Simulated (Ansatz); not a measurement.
Which isomer of CH9AlSi2 gives these data?

These gas-phase data were calculated for one isomer of CH9AlSi2 at r2SCAN-D4/def2-SVP (harmonic, unscaled wavenumbers; equilibrium rotational constants with average atomic masses):

- rotational constants: 4.659, 1.531, 1.293 GHz
- all wavenumbers above 1500 cm⁻¹: 3146, 3143, 3037, 2197, 2190, 2184, 2165, 1919, 1907

Candidates:

(1) `[AlH2][CH]([SiH3])[SiH3]`, a singlet
(2) `C[SiH2][SiH2][AlH2]`, a singlet

**Question.** Which structure fits?

**Answer.** Candidate (2). 4 modes lie between 2000 and 2380 cm⁻¹, one for each Si–H bond, while (1) has 6.

The same quantities for all candidates:

|  | rotational constants (GHz) | wavenumbers above 1500 cm⁻¹ | E above the lowest, r2SCAN-D4/def2-SVP (kcal/mol) |
| --- | --- | --- | --- |
| (1) | 2.847, 2.778, 1.537 | 3039, 2223, 2217, 2210, 2203, 2192, 2190, 1937, 1928 | 0.0 |
| (2) | 4.659, 1.531, 1.293 | 3146, 3143, 3037, 2197, 2190, 2184, 2165, 1919, 1907 | 1.2 |

Each candidate is one conformer. Programs: Ansatz 0.2.0.
